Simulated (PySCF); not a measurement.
# Relaxation of doublet Os(OH)₃

These are results of UPBE0/[Os def2-SVP with ECP60, O def2-SVP, H def2-SVP], scalar-relativistic core potentials, density fitting, no spin–orbit coupling, PySCF, not measurements. A (50,194) grid was used.

A hand-made trigonal pyramidal (heavy-atom frame) start, of C3 symmetry, held to at least that symmetry:

```xyz
7
charge 0 multiplicity 2, angstrom
Os    0.0000    0.0000   -0.1928
O     1.6952    0.0000    0.7086
O    -0.8476    1.4681    0.7086
O    -0.8476   -1.4681    0.7086
H     2.2401   -0.7354    0.9983
H    -0.4832    2.3077    0.9983
H    -1.7569   -1.5723    0.9983
```

(1) What does it relax to?

(2) How much energy is released, and in how many steps?

## Answers

(1) It ends at C3v with Os–O 1.872 Å (×3), O–H 0.970 Å (×3); H–O–Os 114.3° (×3), O–Os–O 119.9° (×3). A frequency run shows a minimum. Other isomers or separated fragments may lie lower.

(2) 210.2 kJ/mol in 22 steps.

Open d and f shells are described by one determinant, and the ground state may have another occupation or spin. With an element this heavy the missing spin–orbit coupling can shift these numbers.
